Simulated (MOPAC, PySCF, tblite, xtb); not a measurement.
Potential energy curve for AlN, triplet.

Computed with: GFN1-xTB (xtb); GFN2-xTB, 300 K electronic temperature (tblite); AM1, unrestricted, heats of formation (MOPAC); UCCSD(T) = PySCF with CCSD(T) on UHF/6-31G, 6 core orbitals frozen.

Energies relative to the lowest point of each curve near equilibrium, in kcal/mol; the last columns give the difference from UCCSD(T):

```csv
R / Å,GFN1-xTB,GFN2-xTB,AM1,UCCSD(T),GFN1-xTB − UCCSD(T),GFN2-xTB − UCCSD(T),AM1 − UCCSD(T)
1.45,49.4,43.5,9.2,76.2,-26.8,-32.7,-67.1
1.52,25.9,19.0,2.2,48.0,-22.1,-28.9,-45.7
1.60,10.5,4.7,0.0,26.4,-15.9,-21.7,-26.4
1.67,3.6,0.0,2.2,14.5,-10.9,-14.5,-12.2
1.75,0.3,0.1,8.7,16.0,-15.6,-15.9,-7.3
1.79,0.0,1.6,13.2,11.1,-11.1,-9.5,2.1
1.86,0.8,5.9,22.3,5.1,-4.3,0.8,17.1
1.88,1.3,7.4,25.0,3.9,-2.6,3.5,21.1
1.95,3.8,13.2,34.6,1.0,2.7,12.2,33.6
2.09,10.7,26.8,—,0.0,10.7,26.8,—
2.24,19.8,42.0,—,3.0,16.9,39.0,—
2.39,29.2,56.6,—,7.8,21.5,48.8,—
```

GFN1-xTB is furthest from UCCSD(T) at 1.45 (-26.8 kcal/mol, below); its mean absolute difference over the points is 13.4 kcal/mol.

GFN2-xTB is furthest from UCCSD(T) at 2.39 (48.8 kcal/mol, above); its mean absolute difference over the points is 21.2 kcal/mol.

AM1 is furthest from UCCSD(T) at 1.45 (-67.1 kcal/mol, below); its mean absolute difference over the points is 25.8 kcal/mol.

Dashes: no converged value, or the column stops at the first point that the program doubted or that broke a chosen test of continuity, which isn't proof of a fault.

The scan ran from 1.45 to 7.10 Å; beyond the distances shown one of the unrestricted levels run for this scan, shown here or not, changes its spin distribution in one step. The unrestricted determinant behind UCCSD(T) is spin-contaminated at 1.67 to 1.79, 2.24 to 2.39 Å (<S²> up to 2.3, against 2.00 for a pure triplet).
